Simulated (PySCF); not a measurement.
Stepwise substitution at one centre (Al H-SiH3). All species are isolated molecules in the gas phase. Strings in code marks are SMILES.

All values below come from B3LYP-D3(BJ)/def2-TZVP (PySCF). B3LYP has the VWN-RPA correlation part, as in Gaussian. 

```tsv
species	HOMO–LUMO gap (eV)	LUMO (eV)
0 of 3 H replaced by SiH3 (`[AlH3]`)	6.43	-1.97
1 of 3 H replaced by SiH3	5.12	-2.30
3 of 3 H replaced by SiH3 (`[SiH3][Al]([SiH3])[SiH3]`)	4.34	-2.78
```
